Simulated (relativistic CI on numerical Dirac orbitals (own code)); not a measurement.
**Hyperfine structure of Sn⁴⁴⁺, mass number 115**

Calculated at this level of theory: Dirac-Coulomb-Breit CI, separate exchange-only KLI orbitals for each configuration, QED by a radiative potential, unscaled Slater integrals (own radial code, finite nucleus).

Configuration list (outside the closed core 1s2): 2s²2p², 2s2p³, 2p⁴, 2p³3s, 2p³3p, 2p³3d, 2s²2p3s, 2s²2p3p, 2s²2p3d, 2s2p²3s, 2s2p²3p, 2s2p²3d, 2s²2p4s, 2s²2p4p, 2s²2p4d, 2s²2p4f. Levels of other configurations are missing.

Nuclear spin I = 1/2, μ = -0.9174 μN (tables of Stone and Pyykkö). The electronic factors are computed for point nuclear moments, without core polarisation or the Bohr-Weisskopf and QED corrections.

```
     Level   E (eV)  A (GHz)
2s²2p² ³P1  233.518    139.6
2s²2p² ¹D2  248.424    -1016
2s²2p² ³P2  492.998   -456.6
2s2p³ ³D°3  652.736    -2214
2s2p³ ¹D°2  709.867    16.12
   2p⁴ ³P2  890.761   -425.2
```

Levels with J = 0, under 50 % of one LS term, or S terms without an open s electron are left out. Small factors come from cancelling terms and can be off by tens of per cent or more.

At this charge energies of transitions that change n are usually good to better than 1 %, and those within a shell (Δn = 0) to a few per cent.

(1) Give the hyperfine levels of 2s²2p² ¹D2 relative to its centre of gravity.

## Answers

(1) With K = F(F + 1) − I(I + 1) − J(J + 1), E = AK/2: F = 3/2: 1524, F = 5/2: -1016 GHz.

LS names give the leading component of a level, which can be under half, so a name can repeat, a term be missing and a line seem to break the LS rules.
